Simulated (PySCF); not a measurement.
# Spinor energies of Sn⁴⁺ (tin, charge +4)

Start: [Kr] 4d10. Calculated with PySCF 2.14 in x2c-SVPall-2c (6s8p4d, 50 functions): generalised Hartree-Fock with the X2C-1e Hamiltonian and a Gaussian nucleus; one run each with spin-orbit coupling (SO) switched off, then screened by Boettger's factors.

| spinor shell | electrons | ε, spin-free (eV) | ε, screened SO (eV) | weight of nominal j (screened SO) | rms radius, screened SO (bohr) |
| --- | --- | --- | --- | --- | --- |
| 1s1/2 | 2 | -29386.2 | -29383.6 | 1.000 | 0.0333 |
| 2s1/2 | 2 | -4564.9 | -4564.1 | 1.000 | 0.136 |
| 2p1/2 | 2 | -4096.5 | -4256.7 | 1.000 | 0.118 |
| 2p3/2 | 4 | -4096.5 | -4023.4 | 1.000 | 0.123 |
| 3s1/2 | 2 | -955.38 | -955.18 | 1.000 | 0.361 |
| 3p1/2 | 2 | -798.37 | -828.50 | 1.000 | 0.354 |
| 3p3/2 | 4 | -798.37 | -784.50 | 1.000 | 0.366 |
| 3d3/2 | 4 | -556.99 | -562.14 | 1.000 | 0.340 |
| 3d5/2 | 6 | -556.99 | -553.35 | 1.000 | 0.343 |
| 4s1/2 | 2 | -202.54 | -202.50 | 1.000 | 0.872 |
| 4p1/2 | 2 | -152.77 | -158.19 | 1.000 | 0.928 |
| 4p3/2 | 4 | -152.77 | -150.27 | 1.000 | 0.951 |
| 4d3/2 | 4 | -77.772 | -78.392 | 1.000 | 1.16 |
| 4d5/2 | 6 | -77.772 | -77.333 | 1.000 | 1.17 |

```
   quantity    spin-free  screened SO
E (hartree)  -6169.16183  -6170.58921
        M_J            0            0
       ⟨J²⟩        0.000        0.000
       ⟨L²⟩        0.000        0.015
       ⟨S²⟩        0.000        0.015
```

Breit and QED terms are absent; they matter most for the inner s and p1/2 levels.

Densities and radii are taken from the X2C orbitals without a picture-change correction, which distorts them close to the nucleus.

Without spin-orbit coupling the j labels of p, d and f shells carry no meaning; the spin-free column gives the mean over the occupied spinors of each nl shell.
